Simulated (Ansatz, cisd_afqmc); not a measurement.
Species: B$_{2}$, charge 0, triplet. B2 (SMILES [B][B], triplet).
B3LYP-D3(BJ)/def2-TZVP minimum from Ansatz (a first-principles code):
```xyz
2

B      0.0000     0.0000    -0.7840
B      0.0000     0.0000     0.7840
```
Charge 0, spin multiplicity 3.

Atomisation energy term by term, kcal/mol (programs: Ansatz, cisd_afqmc). Open shells are spin-unrestricted; no spin-orbit coupling. Cores are frozen in correlated methods. No relativity. The Monte Carlo rows (phaseless AFQMC, CISD trial, step 0.005/hartree) carry one-sigma bars that omit the constraint's bias. Outlying blocks are dropped, and bars are widened where a walk drifts. Over all cases where full CI ran beside it in this data, AFQMC minus full CI had a median of +0.1 mEh and passed +0.4 mEh in a tenth of the cases. CBS(X,Y): correlation extrapolated as X^-3, Hartree-Fock from the larger set (Q,5: extrapolated as (X+1)exp(-9√X)). A bracket is a step between two methods taken in the basis named. Full CI freezes restricted core orbitals, also for open shells; the composite that ends in it estimates full CI at the basis-set limit. Where a partner has so few electrons that a lower coupled-cluster level is exact, that level stands in. The UHF reference of B2 ([B][B], triplet) is spin-contaminated (<S^2> up to 0.91 over the pure value in the sets run).

| term | basis | kcal/mol |
|---|---|---|
| Hartree-Fock | CBS(cc-pVQZ,cc-pV5Z) | 55.23 |
| CCSD correlation | CBS(cc-pVQZ,cc-pV5Z) | 1.54 |
| (T) | CBS(cc-pVQZ,cc-pV5Z) | 4.87 |
| CCSDT(Q) - CCSD(T) | cc-pV5Z | 4.92 |
| FCI - CCSDT(Q) | cc-pVDZ | -0.10 |
| sum: De |  | 66.5 |

The step beyond CCSD(T) by other levels: FCI in cc-pVDZ 4.57; CCSDTQ in cc-pVDZ 4.47; AFQMC/CISD in cc-pVDZ 0.44 ± 0.16; CCSDT(Q) in cc-pVDZ 4.67; CCSDTQ in cc-pVTZ 4.68; CCSDT(Q) in cc-pVTZ 4.91; CCSDT(Q) in cc-pVQZ 4.94 kcal/mol.
